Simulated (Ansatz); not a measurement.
A nudged elastic band was laid between two geometries of AsH3 + CH5B (11 atoms, charge 0, multiplicity 1).

These are results of UKS BLYP/def2-SVP (Ansatz 0.2.0), not measurements.

```json
{"movable images": "5", "climbing image": "yes", "spring": "5.0 eV/Å²", "optimiser": "quadratic models (default)", "start path": "through a guess of the saddle point", "force threshold": "0.03 eV/Å", "iteration limit": "60", "end points": "relaxed"}
```

Image 0:

```xyz
11
Properties=species:S:1:pos:R:3
B 0.869 -0.675 -0.640
C 1.095 -0.733 0.907
H 1.474 0.123 -1.331
H 0.184 -1.508 -1.203
H -0.852 0.885 -1.170
As -2.174 1.627 -0.841
H 1.965 -1.435 1.005
H 0.273 -1.194 1.491
H 1.418 0.215 1.380
H -1.551 2.268 0.421
H -2.701 0.428 -0.020
```

Image 6:

```xyz
11
Properties=species:S:1:pos:R:3
B -0.399 0.206 -1.929
C 1.318 -0.830 1.826
H 0.671 0.742 -2.106
H -0.519 -0.989 -2.083
H 0.432 -0.271 1.466
As -2.041 1.337 -1.677
H 1.806 -1.338 0.973
H 0.999 -1.583 2.571
H 2.032 -0.126 2.294
H -1.499 2.372 -0.681
H -2.799 0.480 -0.655
```

(1) What changes between the two ends?

(2) Give the energies along the band, and the barrier.

(3) What is the geometry of the highest image?

(4) What are the harmonic wavenumbers there?

The band took 18 iterations and about 13 core-minutes.

Answers

(1) Bonds broken: B1–C2, H5–As6. Bonds formed: B1–As6, C2–H5. AsH3 + CH5B becomes AsBH4 + CH4.

(2) It converged. The highest image is number 3 of 0 to 6, 66.1 kJ/mol above the first end and 79.4 kJ/mol above the last; the last end lies 13.3 kJ/mol below the first. A vibrational analysis at the climbing image gives one clearly imaginary mode, 806i cm⁻¹: a first-order saddle point. The orbitals stay closed-shell, which can raise the energy where a bond breaks towards radicals; this wasn't checked here.

```json
{"image": "0", "path coordinate (Å)": "0.00", "energy (kJ/mol)": "0.0", "B1–C2 (Å)": "1.56", "H5–As6 (Å)": "1.55", "B1–As6 (Å)": "3.82"}
{"image": "1", "path coordinate (Å)": "0.92", "energy (kJ/mol)": "2.6", "B1–C2 (Å)": "1.57", "H5–As6 (Å)": "1.56", "B1–As6 (Å)": "3.43"}
{"image": "2", "path coordinate (Å)": "1.84", "energy (kJ/mol)": "14.5", "B1–C2 (Å)": "1.60", "H5–As6 (Å)": "1.59", "B1–As6 (Å)": "2.75"}
{"image": "3", "path coordinate (Å)": "2.77", "energy (kJ/mol)": "66.1", "B1–C2 (Å)": "1.82", "H5–As6 (Å)": "2.04", "B1–As6 (Å)": "2.21"}
{"image": "4", "path coordinate (Å)": "3.98", "energy (kJ/mol)": "-2.6", "B1–C2 (Å)": "2.79", "H5–As6 (Å)": "2.88", "B1–As6 (Å)": "2.04"}
{"image": "5", "path coordinate (Å)": "5.20", "energy (kJ/mol)": "-12.5", "B1–C2 (Å)": "3.53", "H5–As6 (Å)": "3.55", "B1–As6 (Å)": "2.01"}
{"image": "6", "path coordinate (Å)": "6.42", "energy (kJ/mol)": "-13.3", "B1–C2 (Å)": "4.26", "H5–As6 (Å)": "4.31", "B1–As6 (Å)": "2.01"}
```

(3) 
```xyz
11
Properties=species:S:1:pos:R:3:forces:R:3
B 0.293 -0.231 -0.825 0.00 -0.01 -0.01
C 0.864 -0.573 0.871 0.00 0.01 0.00
H 1.158 0.441 -1.340 0.00 0.00 0.01
H -0.050 -1.298 -1.284 0.00 0.00 0.00
H -0.236 0.170 0.269 0.00 0.01 0.00
As -1.518 1.020 -1.067 0.00 0.00 -0.01
H 1.728 -1.189 0.561 0.01 0.00 0.00
H 0.191 -1.188 1.498 0.00 -0.01 0.00
H 1.231 0.298 1.446 0.01 0.00 0.00
H -1.196 2.186 -0.097 0.00 -0.01 0.00
H -2.465 0.364 -0.030 0.00 0.00 0.00
```

(4) 806i, 154, 193, 233, 334, 359, 651, 658, 708, 850, 918, 935, 967, 1017, 1049, 1114, 1230, 1406, 1411, 2060, 2077, 2208, 2507, 2597, 2974, 3075, 3077 cm⁻¹.

Run time: 3.4 min on 4 threads of Arm Neoverse N1 (shared host), peak memory 0.17 GiB.
